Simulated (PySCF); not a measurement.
**Field gradients at the hydrogen positions**

Species: C7H6F3 (charge -1).
Atom-mapped SMILES: `[F:1][C:2]([F:3])([F:4])[CH2:5][c:6]1[cH:7][cH:8][cH-:9][cH:10]1` (hydrogens: H11, H12 on C5; H13 on C7; H14 on C8; H15 on C9; H16 on C10)

Geometry (GFN2-xTB, Å), atoms numbered from 1 in this order:
```xyz
16
C7H6F3 angstrom
F      3.441    0.272   -0.676
C      2.068    0.310   -0.794
F      1.812   -0.437   -1.880
F      1.805    1.580   -1.139
C      1.375   -0.156    0.466
C     -0.120   -0.126    0.342
C     -0.950    0.954    0.659
C     -2.263    0.570    0.409
C     -2.250   -0.742   -0.063
C     -0.930   -1.175   -0.108
H      1.723    0.504    1.267
H      1.739   -1.171    0.655
H     -0.617    1.914    1.033
H     -3.143    1.183    0.559
H     -3.119   -1.325   -0.344
H     -0.578   -2.147   -0.429
```

Level: PBE0/pcSseg-1 (PySCF, non-relativistic); Q(2H) = 0.00286 b; rigid geometry, the same for H and D, with no vibrational averaging.

Q: Give the electric field gradient Vzz (the principal value of largest size), its asymmetry and the 2H coupling at each hydrogen.

A: 
| atom | bonded to | bond length (Å) | Vzz (au) | η | χzz (kHz) |
| --- | --- | --- | --- | --- | --- |
| H11 | C5 | 1.095 | 0.3012 | 0.04 | 202 |
| H12 | C5 | 1.095 | 0.3014 | 0.04 | 203 |
| H13 | C7 | 1.083 | 0.3434 | 0.09 | 231 |
| H14 | C8 | 1.083 | 0.3428 | 0.09 | 230 |
| H15 | C9 | 1.084 | 0.3427 | 0.09 | 230 |
| H16 | C10 | 1.083 | 0.3436 | 0.09 | 231 |

Geometry: GFN2-xTB, one conformer, isolated ion. The pcSseg-1 basis has no diffuse functions, a weakness for an anion. GFN2-xTB bond lengths can be off by several hundredths of an ångström, more for odd bonds, and the gradients follow them. These gradients aren't converged with respect to the basis.

The run behind these numbers computed NMR shieldings as well. The run took 62 s of wall time (with the writing of density and orbital grids) on one thread, Arm Neoverse N1 (aarch64), on a shared host, and the process peaked at 0.87 GiB of memory.
